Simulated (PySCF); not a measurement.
**Broadened absorption spectrum of C4H7FO2Si**

Species: C4H7FO2Si.
SMILES: `CC1=C(F)CO[SiH2]O1`

Method used: TDDFT CAM-B3LYP/def2-SVPD, vertical, gas phase, core orbitals frozen in the response in PySCF 2.14.0, density-fitted response routines. One conformer (not necessarily the lowest) at the GFN2-xTB geometry, without solvent, vibrations or thermal averaging.

Computed states:

| state | E (eV) | f |
| --- | --- | --- |
| S1 | 5.96 | 0.0026 |
| S2 | 6.41 | 0.023 |
| S3 | 6.61 | 0.0040 |
| S4 | 6.83 | 0.268 |
| S5 | 7.33 | 0.0058 |
| S6 | 7.40 | 0.0031 |
| S7 | 7.56 | 0.018 |
| S8 | 7.62 | 0.0040 |

Each state is given a Gaussian of 0.3 eV full width at half maximum, with ε(max) = 2.175×10⁸ f / Δν̃ (Δν̃ the width in cm⁻¹). The cross-section is σ = 3.8235×10⁻²¹ ε cm², given in Mb (10⁻¹⁸ cm²). The width is an assumption, not a result. The curve ends short of the highest state used, and states not computed would add to its high-energy end.

Problem. What does the envelope look like, and where are its maxima?

Solution. 
```tsv
λ (nm)	σ (Mb)
176.7	32.15
178.4	59.94
180.0	83.68
181.7	92.42
183.4	79.79
185.0	56.63
186.7	33.01
188.4	17.93
190.1	11.34
191.7	9.50
193.4	8.78
195.1	7.54
196.7	5.72
198.4	3.68
200.1	2.10
201.7	1.24
203.4	0.87
205.1	0.83
206.7	0.88
208.4	0.89
210.1	0.80
211.8	0.63
213.4	0.45
215.1	0.28
216.8	0.15
218.4	0.08
220.1	0.03
221.8	0.01
223.4	0.01
225.1	0.00
```

Maxima: 208 nm (5.97 eV), ε about 240, made up of S1 (98%); 182 nm (6.83 eV), ε about 24000, made up of S4 (100%) (ε in L mol⁻¹ cm⁻¹; maxima over ε = 5, shares over 10%).

Problem. On this curve, what absorbance would a 10⁻⁴ mol/L sample give at 222 nm over a 1 cm path?

Solution. 222 nm is 5.585 eV, where ε is about 3.2 L mol⁻¹ cm⁻¹, so A = ε c l ≈ 0.00032 (Beer–Lambert, with the gas-phase spectrum and the assumed width).

Problem. What would ε be at 6.83 eV, the highest of these maxima, with half the width (0.15 eV)?

Solution. About 48200 L mol⁻¹ cm⁻¹ against 24200, a factor of about 1.99; a lone state at its own centre would give exactly 2.

Problem. Coming from long wavelengths, where does ε first pass 100 L mol⁻¹ cm⁻¹?

Solution. At about 214 nm (5.79 eV), 0.16 eV below S1.

The run took 94 s wall on Arm Neoverse N1, one thread (shared host), and the process peaked at 1.0 GiB of memory.
